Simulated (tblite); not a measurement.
Run record: tight-binding relaxation, `c1nc(C=O)ccp1`.

Computed with GFN2-xTB geometry optimisation, gas phase (tblite 0.8.0). Start geometry: from a force field or distance geometry. The input is one job of a driver script: a line of settings, then coordinates in Å.

Command:
```bash
OMP_NUM_THREADS=1 python probes_run.py task.json out
```

Input:
```
{"job": {"kind": "relax", "xc": "GFN2-xTB", "basis": "xTB"}, "charge": 0, "multiplicity": 1}
O      2.827200     0.301400     0.661100
C      2.080000    -0.315300    -0.105900
C      0.617400    -0.165800    -0.099900
C      0.031700     0.745600     0.786800
C     -1.336200     0.950300     0.869400
P     -2.536500     0.076500    -0.223400
C     -1.354800    -0.940900    -1.181400
N     -0.007600    -0.946200    -1.020600
H      2.492300    -1.046200    -0.824000
H      0.674900     1.294900     1.476500
H     -1.742300     1.660900     1.575700
H     -1.744800    -1.615800    -1.940300
```

Output:
```
step      E/eV     max force
  0    -603.38418    2.495
  1    -603.59848    2.601
  2    -603.68311    0.971
  3    -603.71879    0.553
  4    -603.73989    0.532
  5    -603.75325    0.314
  6    -603.75835    0.203
  7    -603.76057    0.099
  8    -603.76117    0.070
  9    -603.76150    0.059
... (5 lines left out)
 15    -603.76238    0.034
 16    -603.76247    0.040
 17    -603.76256    0.036
 18    -603.76265    0.028
 19    -603.76272    0.020
 20    -603.76276    0.021
 21    -603.76279    0.018
 22    -603.76281    0.012
 23    -603.76283    0.010
 24    -603.76284    0.008
```

«max force» is the largest atomic force in eV/Å.

Problem. From which step on does the largest force stay under 0.1 eV/Å, and how much energy is left to gain from there?

Solution. From step 7 (0.099 eV/Å), 2.3 meV above the end.

Summary of the converged run: energy lowered by 8.7 kcal/mol over 24 steps; largest atomic force 0.008 eV/Å at the end.

Problem. Give the final coordinates.

Solution. 0.056 Å rms from the input after alignment:
```
atom  x, y, z in Å
O1     2.8357    0.2826    0.6374
C2     2.0880   -0.3160   -0.0934
C3     0.6228   -0.1650   -0.1051
C4     0.0072    0.7261    0.7792
C5    -1.3554    0.9117    0.8169
P6    -2.4801    0.0753   -0.2160
C7    -1.3187   -0.8891   -1.1147
N8    -0.0224   -0.9194   -0.9922
H9     2.4500   -1.0481   -0.8367
H10    0.6549    1.2768    1.4480
H11   -1.7661    1.6190    1.5278
H12   -1.7147   -1.5545   -1.8772
```
Labels such as C1 count atoms from 1, the log's own numbers from 0.
